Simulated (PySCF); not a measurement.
**Spinor energies of Mn²³⁺ (manganese, charge +23)**

Start: 1s2. Calculated with PySCF 2.14 in an even-tempered Gaussian basis (15 s from 27 bohr⁻², ratio 2.4; 9 p from 35 bohr⁻², ratio 2.4; 3 d from 110 bohr⁻², ratio 2.6; 3 f from 160 bohr⁻², ratio 2.6): generalised Hartree-Fock with the X2C-1e Hamiltonian and a Gaussian nucleus; one run each with spin-orbit coupling (SO) switched off, then screened by Boettger's factors, then bare.

| spinor shell | electrons | ε, spin-free (eV) | ε, screened SO (eV) | ε, bare SO (eV) | weight of nominal j (screened SO) | rms radius, screened SO (bohr) |
| --- | --- | --- | --- | --- | --- | --- |
| 1s1/2 | 2 | -8147.0 | -8147.0 | -8147.0 | 1.000 | 0.0695 |

```csv
quantity,spin-free,screened SO,bare SO
E (hartree),-614.47870,-614.47870,-614.47870
M_J,0,0,0
⟨J²⟩,0.000,0.000,0.000
⟨L²⟩,0.000,0.000,0.000
⟨S²⟩,0.000,0.000,0.000
```

Without spin-orbit coupling the j labels of p, d and f shells carry no meaning; the spin-free column gives the mean over the occupied spinors of each nl shell.
